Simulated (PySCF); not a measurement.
**Mo²⁸⁺ (molybdenum, charge +28): Hartree-Fock from Schrödinger to Dirac-Coulomb-Breit**

Occupied: 1s1/2, 2s1/2, 2p1/2, 2p3/2, 3s1/2, 3p1/2. Hartree-Fock calculated with PySCF 2.14 in an even-tempered Gaussian basis (17 s from 1.9 bohr⁻², ratio 2.7; 13 p from 2.2 bohr⁻², ratio 2.7), Gaussian nucleus throughout. NR is non-relativistic, sf-X2C the spin-free one-electron X2C Hamiltonian, X2C adds the bare one-electron spin-orbit term, X2C-SNSO screens it by Boettger's factors, DC is four-component Dirac-Coulomb, and the Gaunt and Breit terms are added at first order (total energies over the DC spinors, levels after relaxing the spinors in that mean field). QED terms are absent. Levels marked empty are virtual spinors of this ion; the basis has s and p functions only, so 3d, which can lie below the n = 4 levels, is absent.

| Hamiltonian | E (hartree) | E − E(DC) (hartree) | CPU seconds |
| --- | --- | --- | --- |
| X2C | -3484.9859 | 0.6880 | 0.35 |
| X2C-SNSO | -3484.8759 | 0.7980 | 0.34 |
| DC | -3485.6739 | 0.0000 | 14 |
| DC+Gaunt | -3483.2343 | 2.4396 | 24 |
| DC+Breit | -3483.4537 | 2.2202 | 69 |

Problem. Give the 2p spin-orbit interval with each Hamiltonian that has one.

Solution. X2C 123.8; X2C-SNSO 118.1; DC 117.4; DC+Gaunt 115.5; DC+Breit 115.6 (eV).

```json
{"level (eV)": "1s1/2", "X2C": "-21517.1", "X2C-SNSO": "-21517.3", "DC": "-21531.2", "DC+Gaunt": "-21492.6", "DC+Breit": "-21495.1"}
{"level (eV)": "2s1/2", "X2C": "-4262.1", "X2C-SNSO": "-4262.2", "DC": "-4263.7", "DC+Gaunt": "-4260.2", "DC+Breit": "-4260.4"}
{"level (eV)": "2p1/2", "X2C": "-4039.8", "X2C-SNSO": "-4035.9", "DC": "-4036.4", "DC+Gaunt": "-4030.2", "DC+Breit": "-4030.9"}
{"level (eV)": "2p3/2", "X2C": "-3916.0", "X2C-SNSO": "-3917.8", "DC": "-3919.0", "DC+Gaunt": "-3914.6", "DC+Breit": "-3915.3"}
{"level (eV)": "3s1/2", "X2C": "-1605.3", "X2C-SNSO": "-1605.4", "DC": "-1605.7", "DC+Gaunt": "-1604.9", "DC+Breit": "-1605.0"}
{"level (eV)": "3p1/2", "X2C": "-1534.0", "X2C-SNSO": "-1533.1", "DC": "-1533.2", "DC+Gaunt": "-1531.7", "DC+Breit": "-1531.9"}
{"level (eV)": "3p3/2 (empty)", "X2C": "-1446.7", "X2C-SNSO": "-1447.2", "DC": "-1447.4", "DC+Gaunt": "-1446.4", "DC+Breit": "-1446.6"}
{"level (eV)": "4s1/2 (empty)", "X2C": "-797.39", "X2C-SNSO": "-797.40", "DC": "-797.51", "DC+Gaunt": "-797.22", "DC+Breit": "-797.26"}
```

Weight of the small component: 1s1/2 0.0235, 2s1/2 0.00499, 2p1/2 0.00494, 2p3/2 0.00477, 3s1/2 0.00175, 3p1/2 0.00171, 3p3/2 0.00164, 4s1/2 0.000777.

Koopmans' value for the highest occupied level at DC+Breit: 1531.9 eV, against an ionisation energy of 1537 ± 3 eV (semi-empirical (NIST evaluation); NIST Atomic Spectra Database, ionization energies); the former lacks relaxation, correlation, QED and recoil.

The whole ladder took 110 s of wall time on 1 thread of Neoverse-N1 (shared host), launched as `OMP_NUM_THREADS=1 python relrun2.py TASK.json OUT` (a driver that calls PySCF for each Hamiltonian).
